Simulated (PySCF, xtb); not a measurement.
CH₃AlF, SMILES [CH3][Al+][F], charge +1.

GFN2-xTB (xtb 6.7.1) at its own geometry gives an orbital gap of 3.81 eV.

Coordinates come from a ωB97X-D3(BJ)/def2-TZVP optimisation. The spin state was assumed, not searched. The isomer is the one that the SMILES or the coordinates give; other isomers of the formula were not compared.

Question: What does PBE/def2-TZVPD (PySCF) give? (Estimate from the structure and the level; the computed values follow.)

Answer: gap 5.94 eV (levels -14.90 and -8.96 eV).
